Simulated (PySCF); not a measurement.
# One molecule, many functionals

C5H4F2.
Numbering: `[CH2:1]=[C:2]1[CH:3]=[C:4]1[CH:5]([F:6])[F:7]` (hydrogens: H8, H9 on C1; H10 on C3; H11 on C5)

Linear-response calculations in the def2-SVPD basis (PySCF; singlets by full response, triplets Tamm–Dancoff, core orbitals frozen in the response; HF means time-dependent Hartree–Fock). 'Strongest' is the level of largest summed f among the singlets computed (10 roots, of which the last may lack a degenerate partner); it can jump between rows when another state enters that window. S1 is the lowest singlet of each run and needn't be the same state throughout; f(S1) is that of one state. One conformer (not necessarily the lowest) at the PBE0-D3(BJ)/def2-SVP geometry, without solvent, vibrations or thermal averaging.

```
functional                               kind  S1 (eV)  f(S1)  strongest (eV)  T1 (eV)  HOMO (eV)  gap (eV)  ionisation energy, ΔSCF (eV)
       LDA                                LDA     3.41  0.016            6.88     2.79      -5.61      3.05                          8.91
       PBE                                GGA     3.45  0.017            6.82     2.73      -5.39      3.11                          8.59
     B3LYP  global hybrid, 20% exact exchange     3.91  0.022            7.00     3.03      -6.22      4.75                          8.57
      PBE0  global hybrid, 25% exact exchange     4.07  0.024            7.16     3.08      -6.42      5.20                          8.52
 BHandHLYP  global hybrid, 50% exact exchange     4.57  0.033            7.04     3.34      -7.29      7.21                          8.31
 CAM-B3LYP             range-separated hybrid     4.40  0.028            7.02     3.31      -7.70      7.64                          8.58
   wB97X-D             range-separated hybrid     4.40  0.027            7.02     3.37      -8.22      8.88                          8.52
   LC-wPBE             range-separated hybrid     4.91  0.035            7.21     3.49      -9.04     10.21                          8.59
        HF                       Hartree–Fock     5.45  0.059            7.24     3.45      -8.54     10.88                   not settled
```

S1 runs from 3.41 eV (LDA) to 5.45 eV (HF), a spread of 2.04 eV, while the orbital gap spreads over 7.8 eV. Along PBE (0%), B3LYP (20%), PBE0 (25%), BHandHLYP (50%), HF (100%) S1 rises with the share of exact exchange. −ε(HOMO) comes closest to its own ΔSCF ionisation energy with wB97X-D (-0.29 eV) and misses most with LDA (-3.30 eV). 'Not settled' means that the ion's SCF failed to converge or may have ended in another state than the lowest.
